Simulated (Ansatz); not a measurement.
Coupled-cluster run, C2H7AlBF.

```yaml
crystal:
  periodic: [false, false, false]
  atoms:
    - {symbol: B, position_ang: [-0.659632, 0.629296, 1.207176]}
    - {symbol: Al, position_ang: [-0.403277, -1.444074, -0.692886]}
    - {symbol: C, position_ang: [0.340600, 1.065306, 0.123683]}
    - {symbol: C, position_ang: [1.024153, -0.106189, -0.601923]}
    - {symbol: F, position_ang: [-0.196626, -2.937819, -0.004224]}
    - {symbol: H, position_ang: [-1.192048, -0.469774, 1.088245]}
    - {symbol: H, position_ang: [-1.038398, 1.276865, 2.134983]}
    - {symbol: H, position_ang: [-1.732130, -1.217333, -1.524234]}
    - {symbol: H, position_ang: [-0.379016, 1.560828, -0.567053]}
    - {symbol: H, position_ang: [1.010774, 1.877826, 0.423544]}
    - {symbol: H, position_ang: [1.453131, 0.196700, -1.560382]}
    - {symbol: H, position_ang: [1.849470, -0.487030, 0.006971]}
basis:
  gaussian: {orbitals: def2-TZVPP}
correlation: {method: ccsd_t}
```

```sh
$ ansatz run in.yaml --threads 4 --pin off --events-out ev --progress --plain --max-ram 10444MiB
```

Log, shortened:

```
Functional definition: HF
1557 factors; integrals over basis functions are off by at most 1.1e-3 eV
mean field evaluation 1: about -12131.3756 eV, gradient 4.4e1 eV
mean field evaluation 2: about -12131.5368 eV, gradient 4.4e1 eV
mean field evaluation 4: about -12136.0400 eV, gradient 4.0e0 eV
mean field evaluation 8: about -12136.1149 eV, gradient 2.8e-1 eV
mean field -12136.11531303 eV, -445.9940115994 hartree, gradient 6.2e-6 eV, S^2 0.000000; 0 other end points of the search recorded, 0 dependent functions left out
9 core orbitals not correlated: weight in the atoms' cores, before any rotation towards them, 1.000 or more for the frozen orbitals, at most 0.000 for the correlated occupied ones
reference -12136.11531303 eV, -445.9940115994 hartree; 14, 14 occupied and 241, 241 virtual orbitals, 1557 factors
second order -21.30715431 eV of doubles, -0.00000000 eV of singles
cycle   1  -21.92722913 eV  change   -6.2e-1 eV  update   9.8e-2
cycle   2  -22.43257639 eV  change   -5.1e-1 eV  update   2.9e-2
cycle   3  -22.54813649 eV  change   -1.2e-1 eV  update   1.5e-2
cycle   4  -22.54040699 eV  change    7.7e-3 eV  update   3.6e-3
cycle   5  -22.53804279 eV  change    2.4e-3 eV  update   1.6e-3
cycle   6  -22.53849000 eV  change   -4.5e-4 eV  update   5.9e-4
cycle   7  -22.53825102 eV  change    2.4e-4 eV  update   2.5e-4
cycle   8  -22.53816654 eV  change    8.4e-5 eV  update   1.0e-4
cycle   9  -22.53820239 eV  change   -3.6e-5 eV  update   5.0e-5
cycle  10  -22.53821787 eV  change   -1.5e-5 eV  update   2.1e-5
perturbative correction -0.77733317 eV, -0.0285664669 hartree
Total energy: -12159.43086407 eV, -446.8508422962 hartree
```

Hardware: 4 threads of an Arm Neoverse V2 on a shared host. Wall time 2.2 min, peak host memory 6.5 GiB.

Correlation energy per correlated electron: -0.833 eV. T1 diagnostic: 0.0114.
